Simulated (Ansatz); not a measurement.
`[ZnH][O][SiH2]Br`, 7 atoms. Total charge 0; spin multiplicity 1. For Zn the d shell is correlated and the shells below it are frozen. Correlated methods include outer-core shells of Br, which these sets cover unevenly. Scalar relativity is left out up to krypton. All runs use 4 threads of an Arm Neoverse V1 on a shared host. Correlated methods freeze the cores.

(1) How many basis functions does each run have, and how long does it take in Ansatz? RKS PBE0-D4/def2-SVP energy; RKS B2PLYP (frozen core with 3s3p of Cu, Zn)/def2-TZVPP energy; RKS PBE0-D4/def2-TZVP frequencies; RKS PBE0-D4/def2-QZVPP energy; RKS revPBE-D4/def2-TZVPP energy; RKS PBE0-D4/def2-TZVP relaxation (10 steps); direct RPA on PBE orbitals with 3s3p of Cu, Zn/def2-TZVPP energy; RKS CAM-B3LYP-D4/def2-TZVPP energy; RKS ωB97M-V/def2-QZVPP energy; RKS r2SCAN-D4/def2-TZVPP energy and forces; RKS ωB97M-V/def2-SVP energy; RHF-CCSD(T) with 3s3p of Cu, Zn/def2-SVP energy. (Best estimate.)

## Answers

(1) Computed: Other jobs shared the machine, so times are rough.

| level | job | functions | wall time | peak host memory (GiB) |
| --- | --- | --- | --- | --- |
| RKS PBE0-D4/def2-SVP | energy | 110 | 1.4 s | 0.26 |
| RKS revPBE-D4/def2-TZVPP | energy | 227 | 2 s | 0.33 |
| RKS CAM-B3LYP-D4/def2-TZVPP | energy | 227 | 4.1 s | 0.91 |
| direct RPA on PBE orbitals with 3s3p of Cu, Zn/def2-TZVPP | energy | 227 | 4.6 s | 0.5 |
| RKS r2SCAN-D4/def2-TZVPP | energy and forces | 227 | 5 s | 0.36 |
| RKS ωB97M-V/def2-SVP | energy | 110 | 6 s | 0.39 |
| RKS B2PLYP (frozen core with 3s3p of Cu, Zn)/def2-TZVPP | energy | 227 | 6.5 s | 0.64 |
| RHF-CCSD(T) with 3s3p of Cu, Zn/def2-SVP | energy | 110 | 8.5 s | 0.45 |
| RKS PBE0-D4/def2-QZVPP | energy | 406 | 10 s | 1.9 |
| RKS ωB97M-V/def2-QZVPP | energy | 406 | 20 s | 2.1 |
| RKS PBE0-D4/def2-TZVP | relaxation (10 steps) | 182 | 42 s | 0.63 |
| RKS PBE0-D4/def2-TZVP | frequencies | 182 | 2.1 min | 0.63 |
